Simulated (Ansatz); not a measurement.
Reaction (ligand exchange at a B–C bond): `CB(O)O` + `C[SiH2]O` → `C[SiH2]OB(O)O` + CH₄

Computed with Ansatz on PBE0-D4/def2-TZVP structures; ΔE is electronic, products minus reactants. CCSD(T)/CBS adds triple-zeta CCSD(T) − MP2 to the extrapolated MP2 energy (def2 sets, frozen cores). This one scheme is used for every species. Functionals use def2-TZVPP. B3LYP here is the variant with VWN-RPA as its local correlation; programs differ in this. Each species was taken in one conformer, which may not be the lowest.

CCSD(T)/CBS gives -141.5 kJ/mol.

Another level gave -133.2 kJ/mol. Which?
A. B3LYP/def2-TZVPP
B. PBE-D4/def2-TZVPP
C. B3LYP-D4/def2-TZVPP
D. HF/def2-TZVPP

B. PBE-D4 -133.2, B3LYP -140.9, B3LYP-D4 -146.4, HF/def2-TZVPP -157.8 kJ/mol.

Largest T1 diagnostic among the species: 0.012.

The D4 term adds −5.5 kJ/mol with B3LYP and −3.3 kJ/mol with PBE0; it sums over pairs of atoms, weighted by their polarisabilities, and B3LYP, whose exchange is more repulsive, gets the larger term. From PBE to PBE0 (25 % exact exchange), in def2-TZVPP and without D4, ΔE moves by −6.0 kJ/mol. In def2-TZVPP, CCSD(T) changes the Hartree–Fock value by +14.3 kJ/mol (the triples alone add +1.3 kJ/mol) and MP2 by +14.6 kJ/mol.
